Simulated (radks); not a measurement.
The numbers below are computed, except where a source is named.
Correlation energies from several functionals, in hartree. Species: Sn4+ [Kr] 4d10; P [Ne] 3s2 3p3. Code: a radial shooting solver on a logarithmic mesh with Libxc functionals. Model: non-relativistic Kohn-Sham, PBE, spin-polarised, spherical densities, point nucleus. Every spin shell is full or empty, so the densities are truly spherical. Functionals are evaluated on that one density, not self-consistently.

functional     Sn4+         P
PW92        -4.5805   -1.1127
VWN5        -4.6009   -1.1184
Wigner      -2.4909  -0.68831
Chachiyo    -4.5225   -1.0902
PBE         -2.5474  -0.52490
P86         -2.8795  -0.59554
AM05        -4.2724   -1.0070
OP (B88)    -2.3539  -0.54324
TPSS        -2.5493  -0.53001
SCAN        -2.5180  -0.52345
Tao-Mo      -2.4625  -0.47855
